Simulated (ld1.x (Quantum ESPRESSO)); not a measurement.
# Cr, PAW: configuration errors across variants

ld1.x (Quantum ESPRESSO) 7.5 input, shortened:

```
&input
   title='Cr', zed=24., rel=2, dft='PBE', iswitch=3,
   config='[Ar] 3d5 4s0.5 4p0.5', rel_dist='average'
 /
 &inputp
   pseudotype=3, lpaw=.true., tm=.true., lloc=-1, rcloc=1.55,
   nlcc=.true., new_core_ps=.true., rcore=0.85,
   which_augfun='BESSEL', rmatch_augfun=1.40
 /
6
4S  1  0   0.50   0.00  2.60  2.85  0.0
4S  1  0   0.00   1.40  2.60  2.85  0.0
4P  2  1   0.50   0.00  2.40  2.70  0.0
4P  2  1   0.00   0.55  2.40  2.70  0.0
3D  3  2   5.00   0.00  1.30  1.55  0.0
3D  3  2   0.00   1.15  1.30  1.55  0.0
 &test
   configts(1)='3d5 4s0.5 4p0.5'
 /
```

Open shells are filled in proportion to 2j + 1 (rel_dist='average').

All-electron excitation energies from the reference (eV): (1) 3d5 4s1 4p0 -1.534; (2) 3d5 4s0 4p0 5.367; (3) 3d4 4s0 4p0 21.420; (4) 3d4 4s2 4p0 -1.633; (5) 3d5 4s0.5 4p0 1.173; (6) 3d5 4s0 4p1 1.587; (7) 3d6 4s0 4p0 0.197.

3 further variants failed, have other tests or another functional or relativity, and are left out.

Errors AE − PS in meV (a dash: test not solved or not reliable):

```csv
change,(1),(2),(3),(4),(5),(6),(7),bound ghosts
base,-0.1,-0.8,-107,-103,-0.5,+0.6,-19,not determined
"wave 4p channel at 0.55 Ry: rcut 2.40, rcutus 2.70 bohr becomes 4p channel at -0.17 Ry: rcut 2.40, rcutus 2.70 bohr",-0.1,-0.8,-107,-103,-0.5,+0.6,-19,not determined
"augmentation BESSEL, radius 1.20 bohr",-0.3,-0.8,-107,-112,-0.6,+0.6,-19,not determined
local potential all-electron potential smoothed inside 2.62 bohr (lloc = -1),-0.2,-3.1,-107,-78,-0.5,-0.1,-20,not determined
core correction Bessel-smoothed model core inside 1.88 bohr,0.0,-0.6,-107,-100,-0.5,+0.6,-19,not determined
"waves 4p (bound): rcut 2.40, rcutus 4.14 bohr; 4p channel at 0.55 Ry: rcut 2.40, rcutus 4.14 bohr",-1.3,+5.4,-108,-113,+1.5,-0.7,-13,not determined
"waves 3d (bound): rcut 0.94, rcutus 1.00 bohr; 3d channel at 1.15 Ry: rcut 0.94, rcutus 1.00 bohr",+0.6,+3.1,-106,-85,-0.5,+2.3,-15,not determined
local potential all-electron potential smoothed inside 1.25 bohr (lloc = -1),+0.4,-0.4,-107,-76,-0.5,+0.7,-18,not determined
```

**Question.** Give the same row for: waves 4s (bound): rcut 2.60, rcutus 3.66 bohr; 4s channel at 1.4 Ry: rcut 2.60, rcutus 3.66 bohr.

**Answer.** +5.7, +14, -106, -26, -1.8, +9.9, -5.4; bound ghosts: not determined.
